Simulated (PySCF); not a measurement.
# First hyperpolarisability: `CSC(=C=CC#N)C#N`, C6H4N2S

Molfile (atoms numbered from 1):
```
C6H4N2S
     RDKit          3D

 13 12  0  0  0  0  0  0  0  0999 V2000
    2.1875   -0.1452    0.1993 C   0  0  0  0  0  0  0  0  0  0  0  0
    1.8246    1.6132    0.2992 S   0  0  0  0  0  0  0  0  0  0  0  0
    0.0936    1.5972   -0.0667 C   0  0  0  0  0  0  0  0  0  0  0  0
   -0.6087    0.5293   -0.3884 C   0  0  0  0  0  0  0  0  0  0  0  0
   -1.2947   -0.5489   -0.6982 C   0  0  0  0  0  0  0  0  0  0  0  0
   -1.9101   -1.3841    0.2868 C   0  0  0  0  0  0  0  0  0  0  0  0
   -2.4013   -2.0818    1.0713 N   0  0  0  0  0  0  0  0  0  0  0  0
   -0.5375    2.8808    0.0094 C   0  0  0  0  0  0  0  0  0  0  0  0
   -1.0280    3.9286    0.0715 N   0  0  0  0  0  0  0  0  0  0  0  0
    2.0115   -0.5321   -0.8143 H   0  0  0  0  0  0  0  0  0  0  0  0
    1.5936   -0.7123    0.9305 H   0  0  0  0  0  0  0  0  0  0  0  0
    3.2537   -0.2419    0.4440 H   0  0  0  0  0  0  0  0  0  0  0  0
   -1.4187   -0.8511   -1.7475 H   0  0  0  0  0  0  0  0  0  0  0  0
  1  2  1  0
  2  3  1  0
  3  4  2  0
  4  5  2  0
  5  6  1  0
  6  7  3  0
  3  8  1  0
  8  9  3  0
  1 10  1  0
  1 11  1  0
  1 12  1  0
  5 13  1  0
M  END
```

Computed, not measured: quadratic response CAM-B3LYP/aug-cc-pVDZ first hyperpolarisability, Taylor convention, gas phase in PySCF 2.14.0. Geometry: PBE0-D3(BJ)/def2-SVP.

Question: What is the first hyperpolarisability, and how does it disperse?

Answer: In 10⁻³⁰ esu, Taylor convention; the vector part is βᵢ = ⅓ Σⱼ (βᵢⱼⱼ + βⱼᵢⱼ + βⱼⱼᵢ); β∥ is 3/5 of the vector part along the dipole, the dipole points from − to +:
| process | λ (nm) | β vector norm | β∥ | β HRS | depolarisation ratio |
| --- | --- | --- | --- | --- | --- |
| static β(0;0,0) | ∞ | 1.24 | 0.45 | 0.67 | 2.80 |
| second harmonic β(−2ω;ω,ω) | 1907 | 1.39 | 0.50 | 0.74 | 2.88 |
| Pockels β(−ω;ω,0) | 1907 | 1.29 | 0.47 | – | – |
| second harmonic β(−2ω;ω,ω) | 1064 | 1.83 | 0.65 | 0.96 | 3.03 |
| Pockels β(−ω;ω,0) | 1064 | 1.40 | 0.51 | – | – |

Question: Which lowest excitations, dipole and polarisabilities go with it?

Answer: S1 3.86 eV (f = 0.000); S2 5.05 eV (f = 0.212); S3 5.54 eV (f = 0.002); dipole 5.08 D; isotropic α 108.7 au static, 109.2 au at 1907 nm, 110.3 au at 1064 nm, 110.7 au at 953.5 nm, 115.9 au at 532 nm.
